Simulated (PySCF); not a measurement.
Compound: C6H9FO.
Numbering: `[CH2:1]=[C:2]1[CH2:3][C@@H:4]([OH:5])[C@H:6]([F:7])[CH2:8]1` (hydrogens: H9, H10 on C1; H11, H12 on C3; H13 on C4; H14 on O5; H15 on C6; H16, H17 on C8)

Structure optimised with GFN2-xTB, isolated species.

Entries marked ? are missing.

```json
{"coordinate": "C1=C2", "value": "?"}
{"coordinate": "C2–C3", "value": "1.505 Å"}
{"coordinate": "C3–C4", "value": "?"}
{"coordinate": "C4–O5", "value": "?"}
{"coordinate": "C4–C6", "value": "1.539 Å"}
{"coordinate": "C6–F7", "value": "1.381 Å"}
{"coordinate": "C6–C8", "value": "1.525 Å"}
{"coordinate": "C2–C8", "value": "1.507 Å"}
{"coordinate": "C1–H9", "value": "1.076 Å"}
{"coordinate": "C1–H10", "value": "1.076 Å"}
{"coordinate": "C3–H11", "value": "1.093 Å"}
{"coordinate": "C3–H12", "value": "1.088 Å"}
{"coordinate": "C4–H13", "value": "1.101 Å"}
{"coordinate": "O5–H14", "value": "0.964 Å"}
{"coordinate": "C6–H15", "value": "1.096 Å"}
{"coordinate": "C8–H16", "value": "1.089 Å"}
{"coordinate": "C8–H17", "value": "1.093 Å"}
{"coordinate": "C1–C2–C3", "value": "?"}
{"coordinate": "C1–C2–C8", "value": "125.2°"}
{"coordinate": "C3–C2–C8", "value": "109.3°"}
{"coordinate": "C2–C3–C4", "value": "105.4°"}
{"coordinate": "C3–C4–O5", "value": "?"}
{"coordinate": "C3–C4–C6", "value": "103.1°"}
{"coordinate": "O5–C4–C6", "value": "113.8°"}
{"coordinate": "C4–C6–F7", "value": "111.0°"}
{"coordinate": "C4–C6–C8", "value": "?"}
{"coordinate": "F7–C6–C8", "value": "112.0°"}
{"coordinate": "C2–C8–C6", "value": "104.5°"}
```

Fill in the missing values.

- C1=C2 = 1.321 Å, drawn double (terminal =CH2 carbon to fully substituted alkene carbon); 0.14 Å below the sum of covalent radii, 1.46 Å.
- C3–C4 = 1.530 Å, drawn single (allylic carbon to carbinol carbon (C–OH)); 0.01 Å above the sum of covalent radii, 1.52 Å.
- C4–O5 = 1.404 Å, drawn single (carbinol carbon (C–OH) to alcohol oxygen); 0.02 Å below the sum of covalent radii, 1.42 Å.
- C1–C2–C3 = 125.5°, at the fully substituted alkene carbon; the outer atoms are 2.513 Å apart.
- C3–C4–O5 = 110.4°, at the carbinol carbon (C–OH); the outer atoms are 2.410 Å apart.
- C4–C6–C8 = 104.8°, at the sp3 C–F carbon, inside a 5-membered ring; the outer atoms are 2.427 Å apart.

Radii are Cordero's, carbon taken as 0.76, 0.73 or 0.69 Å for four, three, and two or fewer neighbours.

GFN2-xTB frequencies: not computed here. The numbers are those of one conformer (C3–C4–O5–H 178°, C1–C2–C3–C4 -168°, C2–C3–C4–O5 -151°, C3–C4–C6–F7 158°, C4–C6–C8–C2 -29°).
